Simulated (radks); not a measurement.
Results of a calculation; reference values are marked as such.
All-electron atom: H in 2p1 (not the ground configuration). Level of theory: scalar-relativistic Kohn-Sham, Wu-Cohen GGA, spin-polarised, spherical densities, point nucleus; open shells are filled with parallel spins first (a radial shooting solver on a logarithmic mesh with Libxc functionals).

Normalised radial functions P(r) = r R(r), r in bohr:

```
   r/bohr * 1s up, o 2p up (the largest magnitude, 0.707, reaches the edge; | marks zero, & curves that meet)
  0.09575 o            *
    0.116 o              *
   0.1395 o                *
   0.1676 o                   *
   0.2015 |o                      *
   0.2441 |o                          *
   0.2935 |o                              *
   0.3527 | o                                 *
    0.424 | o                                     *
   0.5096 |  o                                        *
   0.6175 |   o                                           *
   0.7423 |     o                                            *
   0.8922 |       o                                             *
    1.072 |         o                                            *
    1.299 |            o                                        *
    1.562 |                o                                 *
    1.878 |                    o                        *
    2.257 |                         o            *
    2.735 |                             &
    3.287 |                     *          o
    3.951 |             *                    o
    4.749 |       *                         o
    5.754 |   *                         o
    6.917 | *                     o
    8.314 *                o
    9.994 *         o
    12.11 *     o
    14.56 *  o
     17.5 *o
```

1s up (empty): eigenvalue -10.678 eV, 0 radial nodes, <r> = 1.62 bohr, 90 % of the charge inside 2.87 bohr. 2p up: eigenvalue -1.723 eV, 0 radial nodes, <r> = 5.00 bohr, 90 % of the charge inside 7.91 bohr.
